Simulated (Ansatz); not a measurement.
**Ligand exchange: C5H10 + C2H7AlO2 → C4H8O + C3H9AlO**

Species: C5H10 `C=CCCC`, singlet; C2H7AlO2 `C[CH2][Al]([OH])[OH]`, singlet; C4H8O (3-buten-1-ol) `C=CCCO`, singlet; C3H9AlO `C[CH2][Al]([CH3])[OH]`, singlet. The partners trade CH3 for OH: C–CH3 and Al–OH bonds give way to C–OH and Al–CH3.

Shapes, held fixed at every level: PBE0-D4/def2-TZVP. Flexible molecules stand in one conformer, not always the lowest. Programs: Ansatz 0.2.0. Electronic energies: no zero-point or thermal term.

```csv
level,kind,ΔE (kJ/mol),less CCSD(T)/CBS estimate
HF/def2-TZVPP,Hartree–Fock,+189.7,+4.9
PBE-D4/def2-TZVPP,GGA,+168.8,-16.0
r2SCAN-D4/def2-TZVPP,meta-GGA,+178.3,-6.5
PBE0-D4/def2-TZVPP,global hybrid,+173.3,-11.5
wB97X-V/def2-TZVPP,range-separated hybrid,+176.8,-8.0
B2PLYP/def2-TZVPP,double hybrid,+185.1,+0.3
CCSD(T)/def2-TZVPP,coupled cluster or CI,+183.1,-1.7
CCSD(T)/CBS estimate,coupled cluster or CI,+184.8,0.0
```

The highest level, CCSD(T)/CBS estimate, gives ΔE = +184.8 kJ/mol; the levels span +168.8 to +189.7. The column of differences is taken from that level and isn't an error. No measured value is set beside it here. The CBS estimate extrapolates MP2 from def2-TZVPP and def2-QZVPP and adds CCSD(T) − MP2 in the triple-zeta set, cores frozen.
